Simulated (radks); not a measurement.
Pd, configuration [Kr] 4d9 5p1 (not the ground configuration). Calculated with a radial shooting solver on a logarithmic mesh with Libxc functionals: scalar-relativistic Kohn-Sham, PBEsol, spin-polarised, spherical densities, finite nucleus; open shells are filled with parallel spins first (spin-orbit coupling, left out, can overturn this in heavy ions); Fermi nuclear charge, rms radius 4.5318 fm.

Unscreened Slater integrals over Kohn-Sham orbitals (eV). They are taken over the spin-up orbitals.

\begin{tabular}{lr}
integral & value \\ \hline
F0(5p,5p) & 5.3637 \\
F2(5p,5p) & 2.7274 \\
F0(5p,4d) & 6.9950 \\
F2(5p,4d) & 1.5753 \\
G1(5p,4d) & 0.72480 \\
G3(5p,4d) & 0.53946 \\
F0(5p,4p) & 7.1368 \\
F2(5p,4p) & 1.0097 \\
G0(5p,4p) & 0.16573 \\
G2(5p,4p) & 0.20490 \\
F0(5p,4s) & 7.1651 \\
G1(5p,4s) & 0.22608 \\
F0(4d,4d) & 16.842 \\
F2(4d,4d) & 8.1737 \\
F4(4d,4d) & 5.2746 \\
F0(4d,4p) & 19.476 \\
F2(4d,4p) & 9.3199 \\
G1(4d,4p) & 11.612 \\
G3(4d,4p) & 7.0454 \\
F0(4d,4s) & 20.092 \\
G2(4d,4s) & 8.3963 \\
F0(4p,4p) & 23.559 \\
F2(4p,4p) & 12.321 \\
F0(4p,4s) & 24.632 \\
G1(4p,4s) & 16.679 \\
F0(4s,4s) & 25.880 \\
\end{tabular}

Derived for the open shells (J is the average intra-shell exchange parameter used in DFT+U). 4d: Racah B = F2/49 - 5 F4/441 = 0.1070 eV, C = 35 F4/441 = 0.4186 eV, C/B = 3.91, F4/F2 = 0.645, J = (F2 + F4)/14 = 0.9606 eV. 5p: J = F2/5 = 0.5455 eV.
